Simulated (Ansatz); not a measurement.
Gas-phase electronic energies from Ansatz, PBE0-D4/def2-TZVP geometries. CCSD(T)/CBS is the MP2 limit (def2-TZVPP, def2-QZVPP) plus CCSD(T) − MP2 in def2-TZVPP, frozen cores. DFT in def2-TZVPP. For Ge outer-core shells are correlated without core-valence functions, which leaves a few kJ/mol of doubt a bond. Scalar relativity is left out up to krypton. Each species was taken in one conformer, which may not be the lowest.

Consider the cleavage of the Si–Al bond: `F[SiH2][AlH][GeH3]` + `CN[SiH2]O` → `CN([SiH2]O)[SiH2]F` + `[AlH2][GeH3]`.

Task: Is it downhill or uphill in electronic energy at CCSD(T)/CBS, and by how much? (Estimate.)

Result: The calculation gave: Downhill: ΔE = -86.3 kJ/mol.

Task: What do these levels give: ωB97M-V, r2SCAN, HF/def2-TZVPP, SCS-MP2/def2-TZVPP, MP2/def2-QZVPP, MP2/CBS(def2)? (Best estimate.)

Result: Computed: ωB97M-V -91.3, r2SCAN -78.5, HF/def2-TZVPP -89.4, SCS-MP2/def2-TZVPP -95.7, MP2/def2-QZVPP -97.0, MP2/CBS(def2) -96.0 kJ/mol.

Largest T1 diagnostic among the species: 0.012.

The D4 term adds −9.4 kJ/mol with B3LYP and −5.1 kJ/mol with PBE0; it sums over pairs of atoms, weighted by their polarisabilities, and B3LYP, whose exchange is more repulsive, gets the larger term. From PBE to PBE0 (25 % exact exchange), in def2-TZVPP and without D4, ΔE moves by −7.5 kJ/mol.

B3LYP here is the variant with VWN-RPA as its local correlation; programs differ in this.
